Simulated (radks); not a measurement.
Results of a calculation; reference values are marked as such.
Q: Radial electron density D(r) = 4 pi r^2 rho(r) of an atom or ion with 53 electrons. Code: a radial shooting solver on a logarithmic mesh with Libxc functionals. Model: Dirac Kohn-Sham, BLYP, spin-unpolarised, spherical densities, finite nucleus; Fermi nuclear charge, rms radius of each element as measured or else 0.836 A^(1/3) + 0.57 fm.

r (bohr),D(r) (e/bohr)
0.001247,8.146
0.001429,10.05
0.001637,12.36
0.001875,15.12
0.002148,18.42
0.002461,22.32
0.00282,26.87
0.00323,32.11
0.003672,37.69
0.004207,44.28
0.004819,51.48
0.005521,59.13
0.006326,66.98
0.007247,74.71
0.008303,81.89
0.009513,88.03
0.01081,92.43
0.01239,95.23
0.01419,95.87
0.01626,94.43
0.01863,91.42
0.02134,87.81
0.02445,84.98
0.02801,84.40
0.03184,87.00
0.03648,93.47
0.04179,102.9
0.04788,113.2
0.05485,121.1
0.06284,123.8
0.072,120.0
0.08249,111.2
0.09375,102.0
0.1074,96.10
0.1231,97.04
0.141,103.5
0.1615,109.6
0.1851,108.5
0.212,96.75
0.2429,78.01
0.2761,61.42
0.3163,51.89
0.3624,51.83
0.4151,55.75
0.4756,56.21
0.5449,49.47
0.6243,37.29
0.7153,24.28
0.8129,14.66
0.9314,8.329
1.067,5.018
1.222,3.191
1.401,1.908
1.605,0.9543
1.838,0.3707
2.106,0.1066
2.394,0.02388
2.743,0.003239
3.142,0.0002746

What is the nuclear charge?

A: Z = 69. The innermost maximum, from 1s, lies near gamma/Z bohr with gamma = sqrt(1 - (Z/c)^2) = 0.864, here 0.0125 bohr (found: 0.0137), and its height grows with Z. The density is that of the thulium ion Tm16+ in [Ar] 3d10 4s2 4p4 4d10 4f7 5d2; the configuration itself is not fixed sharply by these data, and Z only to a few units. D(r) has 4 maxima, at r = 0.0137, 0.0623, 0.171, 0.450 bohr, and minima at 0.0269, 0.113, 0.337 bohr, inside which lie 2.03, 11.23, 29.89 electrons.
